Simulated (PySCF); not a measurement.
PySCF input (PBE/aug-pcseg-1):

```python
import numpy as np, basis_set_exchange as bse
from pyscf import gto, scf, dft, df
from pyscf.prop.polarizability import rks as pol

basis = {'F': gto.basis.parse(bse.get_basis('aug-pcseg-1', elements=['F'], fmt='nwchem')), 'H': gto.basis.parse(bse.get_basis('aug-pcseg-1', elements=['H'], fmt='nwchem')), 'Si': gto.basis.parse(bse.get_basis('aug-pcseg-1', elements=['Si'], fmt='nwchem'))}
mol = gto.M(
    atom='''
    Si   -0.24675166   -0.31480560    0.45207189
    H    -0.98134586   -1.21116338   -0.55911929
    F     0.49287435    0.62427130   -0.64109857
    ''',
    basis=basis,
    charge=0,
    verbose=4,
    max_memory=1839,
)
mf = dft.RKS(mol, xc='pbe')
mf.grids.level = 3
mf = mf.density_fit(auxbasis=df.autoaux(mol))
mf.conv_tol = 1e-9
mf.max_cycle = 100
print('smallest overlap eigenvalue', np.linalg.eigvalsh(mol.intor('int1e_ovlp'))[0])
mf.kernel()
dip = mf.dip_moment()
p = pol.Polarizability(mf)
p.max_cycle_cphf = 60
alpha = p.polarizability()
print('polarisability/bohr^3', alpha.trace() / 3)
```

Output:

```
PySCF version 2.14.0

[INPUT] verbose = 4
[INPUT] num. atoms = 3
[INPUT] num. electrons = 24
[INPUT] charge = 0
[INPUT] spin (= nelec alpha-beta = 2S) = 0
[INPUT] symmetry False subgroup None
[INPUT] Mole.unit = angstrom
[INPUT] Symbol           X                Y                Z      unit          X                Y                Z       unit  Magmom
[INPUT]  1 Si    -0.246751660000  -0.314805600000   0.452071890000 AA   -0.466293058182  -0.594896366479   0.854292060715 Bohr   0.0
[INPUT]  2 H     -0.981345860000  -1.211163380000  -0.559119290000 AA   -1.854474908876  -2.288767080303  -1.056582329061 Bohr   0.0
[INPUT]  3 F      0.492874350000   0.624271300000  -0.641098570000 AA    0.931397535323   1.179701784426  -1.211500716150 Bohr   0.0

nuclear repulsion = 48.0005053078677
number of shells = 25
number of NR pGTOs = 98
number of NR cGTOs = 59
basis = {'F': [[0, [2931.55, 0.00579504], [441.125, 0.0433238], [100.232, 0.193739], [27.8655, 0.5], [8.4447, 0.48642]], [0, [13.6123, -0.0719785], [1.26122, 0.5]], [0, [0.3708, 1.0]], [0, [0.10296, 1.0]], [1, [21.9305, 0.0488771], [4.78552, 0.24783], [1.28378, 0.5]], [1, [0.311558, 1.0]], [1, [0.077889, 1.0]], [2, [1.1, 1.0]], [2, [0.23367, 1.0]]], 'H': [[0, [12.2518, 0.0233371], [1.86871, 0.15915], [0.418208, 0.5]], [0, [0.1061, 1.0]], [0, [0.026525, 1.0]], [1, [1.0, 1.0]], [1, [0.079575, 1.0]]], 'Si': [[0, [36968.0, 0.000762336], [5545.96, 0.00588668], [1262.31, 0.0300904], [357.07, 0.115247], [115.686, 0.318407], [41.163, 0.5], [15.2701, 0.291844]], [0, [34.7095, -0.0827476], [3.6129, 0.530946], [1.33671, 0.5]], [0, [0.21857, 1.0]], [0, [0.0775716, 1.0]], [0, [0.025706, 1.0]], [1, [310.339, 0.00454351], [72.7046, 0.0353002], [22.9262, 0.14612], [8.29551, 0.362053], [3.11573, 0.5], [1.14622, 0.289049]], [1, [0.52798, 0.201725], [0.190994, 0.5]], [1, [0.0633721, 1.0]], [1, [0.019718, 1.0]], [2, [0.45, 1.0]], [2, [0.059155, 1.0]]]}
ecp = {}
ETB for F: l = 0, exps = 0.155778 * 1.8^n , n = 0..15
ETB for F: l = 1, exps = 0.155778 * 1.8^n , n = 0..12
ETB for F: l = 2, exps = 0.155778 * 1.8^n , n = 0..11
ETB for F: l = 3, exps = 0.311559 * 2.2^n , n = 0..3
ETB for Si: l = 0, exps = 0.039436 * 1.8^n , n = 0..19
ETB for Si: l = 1, exps = 0.039436 * 1.8^n , n = 0..16
ETB for Si: l = 2, exps = 0.039436 * 1.8^n , n = 0..15
ETB for Si: l = 3, exps = 0.078873 * 2.2^n , n = 0..6
ETB for H: l = 0, exps = 0.05305 * 1.8^n , n = 0..11
ETB for H: l = 1, exps = 0.1061 * 2^n , n = 0..5
ETB for H: l = 2, exps = 0.15915 * 2.2^n , n = 0..4
smallest overlap eigenvalue 0.0020067868415210546

******** <class 'pyscf.df.df_jk.DFRKS'> ********
method = DFRKS
initial guess = minao
damping factor = 0
level_shift factor = 0
DIIS = <class 'pyscf.scf.diis.CDIIS'>
diis_start_cycle = 1
diis_space = 8
diis_damp = 0
SCF conv_tol = 1e-09
SCF conv_tol_grad = None
SCF max_cycles = 100
direct_scf = False
XC library pyscf.dft.libxc version 7.1.2
    S. Lehtola, C. Steigemann, M. J. T. Oliveira, and M. A. L. Marques,  SoftwareX 7, 1–5 (2018)
XC functionals = pbe
    J. P. Perdew, K. Burke, and M. Ernzerhof,  Phys. Rev. Lett. 77, 3865 (1996)
    J. P. Perdew, K. Burke, and M. Ernzerhof,  Phys. Rev. Lett. 78, 1396 (1997)
    J. P. Perdew, K. Burke, and M. Ernzerhof,  Phys. Rev. Lett. 77, 3865 (1996)
    J. P. Perdew, K. Burke, and M. Ernzerhof,  Phys. Rev. Lett. 78, 1396 (1997)
radial grids:
    Treutler-Ahlrichs [JCP 102, 346 (1995); DOI:10.1063/1.469408] (M4) radial grids

becke partition: Becke, JCP 88, 2547 (1988); DOI:10.1063/1.454033
pruning grids: <function nwchem_prune>
grids dens level: 3
symmetrized grids: False
atomic radii adjust function: <function treutler_atomic_radii_adjust>
small_rho_cutoff = 0
Set gradient conv threshold to 3.16228e-05
Initial guess from minao.
tot grids = 43256
init E= -389.644581275961
  HOMO = -0.228420171960034  LUMO = -0.12511935592286  gap/eV = 2.81096
cycle= 1 E= -389.616889910426  delta_E= 0.0277  |g|= 0.45  |ddm|= 1.93
  HOMO = -0.19939001505941  LUMO = -0.133717394019121  gap/eV = 1.78704
cycle= 2 E= -389.317885452678  delta_E= 0.299  |g|= 1.37  |ddm|= 1.23
  HOMO = -0.215395628520072  LUMO = -0.137609714913454  gap/eV = 2.11666
cycle= 3 E= -389.655762688319  delta_E= -0.338  |g|= 0.0463  |ddm|= 0.875
  HOMO = -0.216476260662958  LUMO = -0.133049195080911  gap/eV = 2.27017
cycle= 4 E= -389.656405471851  delta_E= -0.000643  |g|= 0.0285  |ddm|= 0.195
  HOMO = -0.218057520325637  LUMO = -0.135179409273179  gap/eV = 2.25523
cycle= 5 E= -389.65671290629  delta_E= -0.000307  |g|= 0.00523  |ddm|= 0.0811
  HOMO = -0.217666620166093  LUMO = -0.135033626418885  gap/eV = 2.24856
cycle= 6 E= -389.656719262062  delta_E= -6.36e-06  |g|= 0.00102  |ddm|= 0.00785
  HOMO = -0.217623290513998  LUMO = -0.13497962259329  gap/eV = 2.24885
cycle= 7 E= -389.656719496595  delta_E= -2.35e-07  |g|= 9.91e-05  |ddm|= 0.00115
  HOMO = -0.217651210354429  LUMO = -0.135000459251335  gap/eV = 2.24904
cycle= 8 E= -389.65671949899  delta_E= -2.39e-09  |g|= 1.28e-05  |ddm|= 0.000213
  HOMO = -0.217649391125076  LUMO = -0.134998945369873  gap/eV = 2.24903
cycle= 9 E= -389.656719499068  delta_E= -7.83e-11  |g|= 1.37e-06  |ddm|= 3.97e-05
  HOMO = -0.217649406534972  LUMO = -0.134999049855384  gap/eV = 2.24903
Extra cycle  E= -389.656719499068  delta_E= 2.27e-13  |g|= 1.77e-06  |ddm|= 6.69e-06
converged SCF energy = -389.656719499068
Dipole moment(X, Y, Z, Debye): -0.51242, -0.64390,  0.37028
Isotropic polarizability 33.4516950745
Polarizability anisotropy 1.46094431936
polarisability/bohr^3 33.45169507449355
```
